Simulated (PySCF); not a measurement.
Molecule: SMILES C#Cc1sccc1Cl, C₆H₃ClS.

Bonds (- single, = double, # triple, : aromatic): C1#C2, C2-C3, C3:S4, S4:C5, C5:C6, C6:C7, C7-Cl8, C7:C3. C1 carries H9; C5 carries H10; C6 carries H11.

Frames of a GFN2-xTB Langevin trajectory at 300 K; GIAO PBE0/pcSseg-1 shieldings in PySCF, gas phase, non-relativistic; equivalent atoms averaged within each frame.

Referencing at the same level of theory: ¹³C (σref 186.93), ¹H (σref 31.72) vs TMS; CS2 for ³³S (σref 503.73); ³⁵Cl (σref 949.78) vs HCl. The references are static minima.

How do the shifts (ppm) fluctuate along the trajectory?

Results:


```csv
time (fs),C7,C5,C3,C6,C1,C2,S4,Cl8,H11,H10
250,137.8,134.5,130.9,123.0,99.5,78.6,309,221,6.81,6.01
425,139.9,136.9,129.7,126.2,103.0,79.2,299,217,7.10,7.52
625,148.0,144.7,130.8,140.4,98.9,80.0,273,250,7.93,7.44
800,147.9,132.2,131.6,132.0,101.8,79.7,296,230,6.97,6.52
1000,146.1,141.9,132.7,132.8,104.4,86.0,287,210,6.94,7.03
mean of frames,143.9,138.0,131.2,130.9,101.5,80.7,293,225,7.15,6.90
standard deviation,4.7,5.2,1.1,6.7,2.3,3.0,14,15,0.45,0.64
```

5 frames give an uncertainty of the mean of about the standard deviation over 2.2 at best, since frames this close in time may not be independent; classical motion lacks zero-point vibration, and the reference would need the same averaging.
